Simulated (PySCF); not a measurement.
The PySCF input:
```python
from pyscf import gto, scf

mol = gto.Mole()
mol.atom = '''
    C     0.09443537    0.09844229    0.10070566
    H    -0.62720871   -0.62142525    0.62463322
    H     0.66399153   -0.60849894   -0.59880803
    H    -0.60339501    0.63927042   -0.63005917
'''
mol.basis = 'def2-svp'
mol.charge = -1
mol.verbose = 4
mol.build()

mf = scf.RHF(mol)
mf.kernel()
```

Problem. Estimate the Mulliken (on the basis functions themselves) charges in atom order that HF/def2-SVP (PySCF) returns for this input.

Solution. C1 -0.52, H2 -0.16, H3 -0.16, H4 -0.16

Problem. What is the computed number of basis functions (HF/def2-SVP)?

Solution. 29

Problem. What is the computed HOMO energy (HF/def2-SVP)?

Solution. -0.39 eV

Problem. Predict the HOMO-LUMO gap from HF/def2-SVP.

Solution. 11.87 eV
